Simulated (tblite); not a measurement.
CF$_{3}$ (SMILES F[C](F)F), doublet, at a GFN2-xTB geometry; GFN1-xTB in tblite.

tblite was given this input:
```
$ tblite run mol.xyz --method gfn1 --charge 0 --spin 1 --efield 0,0,0.1 --json tblite.json --no-restart

# file mol.xyz
4

F     -0.61970144     1.10330442    -0.05681889
C     -0.00906407    -0.00843182     0.30888598
F     -0.64050898    -1.08653107    -0.11720652
F      1.26625314    -0.01115214    -0.03189858
```

Output, abridged:

```
xTB calculator
 | screened Coulomb repulsion
 | Coulomb electrostatics
 |  * isotropic Klopman-Ohno-Mataga-Nishimoto electrostatics
 |  * onsite third-order electrostatics
 | DFT-D3(BJ) dispersion correction
 | Interactions (1)
 | [1] electric field

halogen bonding energy    0.0000000000000E+00 Eh
repulsion energy          3.1598590533517E-02 Eh
dispersion energy        -4.5744343874763E-04 Eh
interaction energy        0.0000000000000E+00 Eh
number of electrons       2.5000000000000E+01 e
integral cutoff           1.7350510997663E+01 bohr

------------------------------------------------------------
  cycle        total energy    energy error   density error
------------------------------------------------------------
      1     -17.25747544225  -1.7288617E+01   3.8006264E-01
      2     -17.45868462464  -2.0120918E-01   1.7162346E-01
      3     -17.45869167893  -7.0542825E-06   9.4027922E-02
      4     -17.45869082474   8.5419061E-07   9.6628964E-04
      5     -17.45869294921  -2.1244774E-06   2.3526771E-04
      6     -17.45869303135  -8.2141725E-08   1.4302316E-04
      7     -17.45869307760  -4.6248847E-08   1.0207784E-05
------------------------------------------------------------

electronic energy        -1.7489834224698E+01 Eh
total energy             -1.7458693077603E+01 Eh

Post processing:
 | Mayer-Wiberg bond orders

[Info] JSON dump of results written to 'tblite.json'
```
